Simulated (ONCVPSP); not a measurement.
# Logarithmic derivatives: boron (B), ONCV

- Element: boron
- Generator: ONCVPSP 4.0.1
- Type: optimised norm-conserving Vanderbilt (ONCV)
- Functional: PBEsol
- Relativity: non-relativistic
- Frozen core: [He]
- Valence charge: 3
- Reference configuration: 2s2 2p1
- Partial waves: 2s: rc 1.15 bohr, ncon 4, nbas 8, qcut 6.1 1/bohr, 1 projector; 2p: rc 2.40 bohr, ncon 4, nbas 7, qcut 5.2 1/bohr, 1 projector; d scattering state at 0.19 Ha: rc 2.00 bohr, ncon 5, nbas 9, qcut 5.3 1/bohr, 3 projectors, debl 3 Ha
- Local potential: polynomial inside 0.80 bohr (lpopt 3, dvloc0 0 Ha)
- Core correction: none

The phase is arctan(r·R′/R) of the radial function R(r), unwrapped; energies in Ha, scanned from -2 to 5 Ha. A pole is an energy at which the radial function vanishes at the test radius. The pseudo phase is shifted by a multiple of π to meet the all-electron one at the reference energy, and phase errors are pseudo minus all-electron; the curves can meet again beyond the range given. Levels narrower than the energy grid can be missing from the lists of poles.

**Question.** For each channel, where are the poles, and over which energies does the pseudopotential scatter like the atom?

**Answer.**

```
channel  radius (bohr)  reference energy (Ha)  poles, all-electron  poles, pseudo  unbroken range about the reference energy with phases within 0.05 rad  phase error 1 Ha above the reference energy (rad)
      s           1.16                  -0.34                 none           3.30                                                              below 1.8                                             -0.016
      p           2.43                  -0.13           0.26, 2.97     0.27, 2.54                                                              below 0.8                                             +0.073
      d           2.03                   0.19                 2.69           2.69                                                        the whole range                                             -0.000
```

Phases in the p channel:

```tsv
E (Ha)	all-electron	pseudo
-1.98	1.294	1.294
-1.80	1.274	1.274
-1.62	1.250	1.250
-1.44	1.219	1.220
-1.26	1.179	1.179
-1.08	1.121	1.122
-0.90	1.035	1.036
-0.72	0.888	0.890
-0.54	0.589	0.593
-0.36	-0.082	-0.078
-0.18	-0.891	-0.891
0.00	-1.300	-1.299
0.18	-1.505	-1.501
0.36	-1.641	-1.633
0.54	-1.764	-1.747
0.72	-1.910	-1.874
0.90	-2.141	-2.056
1.08	-2.615	-2.393
1.26	-3.439	-3.073
1.44	-4.019	-3.811
1.62	-4.283	-4.191
1.80	-4.420	-4.379
1.98	-4.504	-4.491
2.16	-4.563	-4.571
2.34	-4.607	-4.637
2.52	-4.642	-4.703
2.70	-4.673	-4.788
2.88	-4.700	-4.946
3.06	-4.726	-5.557
3.24	-4.751	-7.171
3.42	-4.778	-7.531
3.60	-4.808	-7.644
3.78	-4.843	-7.702
3.96	-4.887	-7.739
4.14	-4.949	-7.766
4.32	-5.046	-7.787
4.50	-5.225	-7.805
4.68	-5.639	-7.820
4.86	-6.513	-7.834
```
